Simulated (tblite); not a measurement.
Species: C4H7FO3S.
Atom-mapped SMILES: `[CH3:1][C@@H:2]1[O:3][S@@:4](=[O:5])[O:6][C@@:7]1([CH3:8])[F:9]` (hydrogens: H10, H11, H12 on C1; H13 on C2; H14, H15, H16 on C8)

Cartesian coordinates in Å at the GFN2-xTB level; atoms count from 1:
```
atom  x, y, z in Å
C1    -0.5476    1.6025    0.4923
C2    -0.5001    0.4227   -0.4709
O3    -1.7452   -0.2199   -0.5415
S4    -1.9371   -1.3736    0.6411
O5    -2.4597   -2.5458    0.0306
O6    -0.2397   -1.4789    0.8580
C7     0.4706   -0.6954   -0.0118
C8     1.7952   -0.2406    0.5765
F9     0.7642   -1.4546   -1.1434
H10   -0.6977    1.2534    1.5118
H11   -1.3812    2.2440    0.2179
H12    0.3700    2.1797    0.4366
H13   -0.2402    0.7515   -1.4827
H14    2.3042    0.4059   -0.1324
H15    1.6311    0.2791    1.5139
H16    2.4057   -1.1211    0.7600
```

All values are computed: GFN2-xTB (tblite) harmonic vibrations without scaling, gas phase. The method is semi-empirical: single wavenumbers can be off by several per cent or more. One conformer, not necessarily the lowest.

Harmonic wavenumbers (cm⁻¹): 58.1, 91.5, 188.7, 210.7, 243.4, 258.6, 311.2, 330.8, 363.0, 402.2, 464.3, 514.0, 560.1, 570.8, 666.1, 692.3, 798.7, 878.0, 947.3, 967.4, 1027.7, 1089.0, 1111.7, 1123.7, 1174.8, 1184.7, 1245.3, 1266.3, 1292.8, 1382.5, 1395.8, 1450.7, 1465.8, 1482.6, 1488.4, 2947.8, 3032.9, 3048.8, 3051.4, 3052.9, 3060.3, 3071.5.

A = 2236, B = 1301, C = 1054 MHz; mass 154.010 u (most abundant isotopes); point group C1, symmetry number 1.

**Question.** Zero-point energy?

**Answer.** Half the sum of the wavenumbers: 24982 cm⁻¹ = 298.85 kJ/mol.

**Question.** What is S at 298.15 K and 1 bar for an ideal gas of classical rigid rotors and harmonic oscillators?

**Answer.** Translation 171.68, rotation 121.50, vibration 103.52: S = 396.7 J/(mol K).

**Question.** And Cp and H(298.15 K) − H(0)?

**Answer.** Cp = 152.91 J/(mol K), of which vibrations give 119.66 (their classical limit is 42 R = 349.2); H(298.15 K) − H(0) = 27.29 kJ/mol without the zero-point energy, 17.37 from vibrations.

**Question.** How do the functions run with temperature in this model?

**Answer.** 
| T (K) | S (J/(mol K)) | Cp (J/(mol K)) | H − H(0) (kJ/mol) | G − H(0) (kJ/mol) | ln q(vib) |
| --- | --- | --- | --- | --- | --- |
| 150 | 313.9 | 93.3 | 8.94 | -38.15 | 2.08 |
| 250 | 371.4 | 134.4 | 20.37 | -72.49 | 4.32 |
| 400 | 446.8 | 188.8 | 44.73 | -133.98 | 7.85 |
| 600 | 534.1 | 241.6 | 88.16 | -232.29 | 12.51 |
| 900 | 642.0 | 289.5 | 168.50 | -409.32 | 19.02 |

q(vib) and H(0) count from the zero-point level.

**Question.** Blend soft modes into free rotors: weight 1/[1 + (100 cm⁻¹/ν̃)⁴] for the oscillator and the rest for a rotor with moment μB/(μ + B), μ = h/(8π²ν), B = 10⁻⁴⁴ kg m². What vibrational entropy results?

**Answer.** 97.73 J/(mol K) in place of 103.52, which changes −T·S at 298.15 K by +1.73 kJ/mol.

Hindered rotation and anharmonicity are outside this model. Other conformers, if any are populated, would add a mixing term that is left out. The structure is chiral; the term R ln 2 for an equal mix with its mirror image is left out.
